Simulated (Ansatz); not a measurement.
Gas-phase electronic energies from Ansatz, PBE0-D4/def2-TZVP geometries. CBS: MP2 limit from def2 TZ/QZ plus the TZ coupled-cluster correction, frozen cores. DFT in def2-TZVPP. B3LYP here is the variant with VWN-RPA as its local correlation; programs differ in this. For Ge outer-core shells are correlated without core-valence functions, which leaves a few kJ/mol of doubt a bond. Scalar relativity is left out up to krypton. Each species was taken in one conformer, which may not be the lowest.

Reaction (cleavage of the B–Si bond): `B[SiH](N)[SiH2]F` + `O[SiH2][GeH2][F]` → `BO[SiH2][GeH2][F]` + `N[SiH2][SiH2]F`

```csv
level,ΔE (kcal/mol),difference from CCSD(T)/CBS
PBE0-D4,-34.2,2.1
B3LYP-D4,-37.0,-0.7
ωB97X-V,-36.4,-0.1
B3LYP,-37.6,-1.3
HF/def2-TZVPP,-41.7,-5.4
SCS-MP2/def2-TZVPP,-39.2,-2.9
CCSD(T)/def2-TZVPP,-37.2,-0.9
HF/def2-QZVPP,-42.1,-5.8
HF/CBS(def2),-42.1,-5.8
CCSD/CBS(def2),-36.8,-0.5
CCSD(T)/CBS,-36.3,0
```

Largest T1 diagnostic among the species: 0.013.

From PBE to PBE0 (25 % exact exchange), in def2-TZVPP and without D4, ΔE moves by −1.3 kcal/mol. In def2-TZVPP, CCSD(T) changes the Hartree–Fock value by +4.5 kcal/mol (the triples alone add +0.4 kcal/mol) and MP2 by +3.4 kcal/mol.
